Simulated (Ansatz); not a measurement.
`F/C(I)=C/I` at its PBE0-D4/def2-TZVP geometry, where that method's forces vanish. Total charge 0; spin multiplicity 1. I takes the def2 core potential.

```
atom   x (Å)   y (Å)   z (Å)
  F1  -0.360  -0.934  -1.578
  C2   0.196  -0.374  -0.506
  I3   2.219  -0.766  -0.360
  C4  -0.553   0.340   0.320
  I5   0.105   1.282   2.020
  H6  -1.607   0.453   0.103
```

(1) For each bond, give half the difference of the two atoms' forces along it (eV/Å; positive pushes the atoms apart) under PBE-D4, r2SCAN-D4, B3LYP-D4, ωB97M-V in def2-TZVPP. (Estimate.)

## Answers

(1) The calculation gave: 
```
 bond  length (Å)  PBE-D4  r2SCAN-D4  B3LYP-D4  ωB97M-V
F1–C2       1.331    0.46       0.23      0.38     0.36
C2–I3       2.066    0.01       0.03      0.24     0.03
C2–C4       1.324    0.34       0.13     -0.22    -0.27
C4–I5       2.052    0.02       0.08      0.36     0.16
C4–H6       1.083    0.00      -0.12     -0.17    -0.08
```

B3LYP here is the variant with VWN-RPA as its local correlation; programs differ in this.

Program: Ansatz 0.2.0.
